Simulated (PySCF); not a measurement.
## Spin states of SbS⁻

Unrestricted PBE0; PySCF, scalar-relativistic core potentials, basis sets Sb def2-SVPD with ECP28, S def2-SVPD. Outer shells of the fragments: Sb 4d10 5s2 5p3; S− 3s2 3p5.

Followed along the bond (rough minima from three points):

| 2Ms+1 | unpaired | ⟨S²⟩ at the start | R at minimum (Å) | Te (eV) |
| --- | --- | --- | --- | --- |
| 3 | π ↑↑ | 2.01 | 2.34 | 0.00 |
| 1 | π ↑↓ | 1.01 | 2.34 | 0.23 |

Solutions found at the starting distance of 2.450 Å, counted from the lowest of them; the search is not exhaustive and high or unbound solutions are not listed, so other states can lie among these:

```tsv
2Ms+1	unpaired	term	E (eV)	⟨S²⟩	⟨Lz²⟩	μ (D)
3	π ↑↑	³Σ⁻	0.00	2.01	0.00	-4.81
1	π ↑↓	mixed	0.23	1.01	2.02	-4.61
```

A term symbol is given only where ⟨S²⟩ and ⟨Lz²⟩ are close to those of a pure state; real π, δ and φ orbitals otherwise mix terms. A positive dipole points towards S; it is taken about the centre of mass and depends on that origin.

Spin–orbit coupling is left out.
